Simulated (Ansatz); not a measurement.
Input for Ansatz (an electronic-structure program): U-CCSD(T)/def2-TZVPP on AsS, 2S+1 = 2, a spin state set in the input, which need not be the lowest, a point of a bond scan (R = 2.011 Å).

Ansatz 0.2 input:
```yaml
crystal:
  periodic: [false, false, false]
  atoms:
    - {symbol: S, position_ang: [0.00000000, 0.00000000, 0.00000000]}
    - {symbol: As, position_ang: [0.00000000, 0.00000000, 2.01113900]}
basis:
  gaussian:
    orbitals: def2-TZVPP
magnetization: {spin_polarized: true, initial_magnetization: 1}
correlation: {method: ccsd_t, electrons: valence}
output: {orbitals: {seedname: ./end}}
```

The log:

```
WARN ansatz: RAYON_NUM_THREADS=2 ignored (pool sized by the plan → 2); use --threads N
Functional definition: HF
integrals: 0.13 GiB planned
564 factors; integrals over basis functions are off by at most 1.1e-3 eV
mean field: 0.26 GiB planned
mean field evaluation 1: about -71612.4697 eV, gradient 1.0e1 eV
mean field evaluation 2: about -71612.4748 eV, gradient 1.0e1 eV
mean field evaluation 4: about -71613.2951 eV, gradient 1.7e0 eV
mean field evaluation 8: about -71613.3340 eV, gradient 1.9e-1 eV
mean field evaluation 16: about -71613.4719 eV, gradient 6.8e-4 eV
mean field evaluation 32: about -71613.3372 eV, gradient 1.5e-1 eV
mean field evaluation 64: about -71613.4719 eV, gradient 2.1e-6 eV
mean field evaluation 96: about -71611.6795 eV, gradient 3.7e-4 eV
mean field evaluation 128: about -71613.3307 eV, gradient 7.8e-1 eV
mean field evaluation 160: about -71613.4520 eV, gradient 3.2e-1 eV
mean field evaluation 192: about -71611.6795 eV, gradient 5.1e-4 eV
mean field evaluation 224: about -71611.6029 eV, gradient 6.3e0 eV
mean field evaluation 256: about -71612.1610 eV, gradient 3.7e0 eV
mean field evaluation 288: about -71609.9585 eV, gradient 2.8e-1 eV
mean field evaluation 320: about -71609.9632 eV, gradient 7.5e0 eV
mean field evaluation 352: about -71609.5465 eV, gradient 3.1e-1 eV
mean field evaluation 384: about -71613.3270 eV, gradient 7.3e-1 eV
mean field evaluation 416: about -71611.6784 eV, gradient 2.1e-1 eV
mean field evaluation 448: about -71609.9593 eV, gradient 1.5e-3 eV
mean field evaluation 480: about -71610.1717 eV, gradient 6.7e-4 eV
mean field evaluation 512: about -71613.3236 eV, gradient 7.1e-2 eV
mean field evaluation 544: about -71611.6791 eV, gradient 1.1e-1 eV
mean field evaluation 576: about -71609.3903 eV, gradient 2.4e-1 eV
mean field evaluation 608: about -71609.5570 eV, gradient 7.4e-1 eV
mean field evaluation 640: about -71609.9573 eV, gradient 3.1e-1 eV
mean field evaluation 672: about -71609.0488 eV, gradient 1.3e0 eV
mean field evaluation 704: about -71610.1685 eV, gradient 3.1e-1 eV
mean field evaluation 736: about -71613.3300 eV, gradient 6.3e-3 eV
mean field evaluation 768: about -71613.3301 eV, gradient 1.8e-2 eV
mean field evaluation 800: about -71613.4719 eV, gradient 2.3e-2 eV
mean field evaluation 832: about -71608.7051 eV, gradient 6.7e0 eV
mean field evaluation 864: about -71609.9593 eV, gradient 9.9e-3 eV
mean field evaluation 896: about -71608.5323 eV, gradient 1.3e1 eV
mean field evaluation 928: about -71609.0291 eV, gradient 1.0e-2 eV
mean field evaluation 960: about -71610.1717 eV, gradient 2.0e-3 eV
mean field -71613.47192969 eV, -2631.7465520612 hartree, gradient 2.9e-6 eV, S^2 1.187404; 15 other end points of the search recorded, 0 dependent functions left out
determinant -71613.47192969 eV, -2631.7465520612 hartree, with singles and doubles -71624.67147141 eV, -2632.1581276284 hartree
determinant -71613.33762591 eV, -2631.7416164884 hartree, with singles and doubles -71624.67159126 eV, -2632.1581320326 hartree
determinant -71611.67949364 eV, -2631.6806812516 hartree, with singles and doubles -71621.95901649 eV, -2632.0584467484 hartree
determinant -71610.19327188 eV, -2631.6260636092 hartree, with singles and doubles -71620.94020725 eV, -2632.0210061996 hartree
determinant -71610.17171246 eV, -2631.6252713153 hartree, with singles and doubles -71620.99637177 eV, -2632.0230702077 hartree
determinant -71613.47192969 eV, -2631.7465520612 hartree, with singles and doubles -71624.67930952 eV, -2632.1584156736 hartree
determinant -71613.33762591 eV, -2631.7416164884 hartree, with singles and doubles -71624.67927431 eV, -2632.1584143797 hartree
14 core orbitals not correlated
reference -71613.33762591 eV, -2631.7416164884 hartree; 11, 10 occupied and 65, 66 virtual orbitals, 564 factors
second order -10.69441100 eV of doubles, -0.00000000 eV of singles
coupled cluster: 0.36 GiB planned
cycle   1  -11.34165471 eV  change   -6.3e-6 eV  update   4.0e-6
coupled cluster: 0.36 GiB planned
perturbative correction -0.62310166 eV, -0.0228985638 hartree
Total energy: -71625.30238228 eV, -2632.1813131752 hartree
```

Self-consistency was reached. Its determinant has ⟨S²⟩ = 0.98, a mixture of spin states.

Cost: very roughly 110 core-seconds.
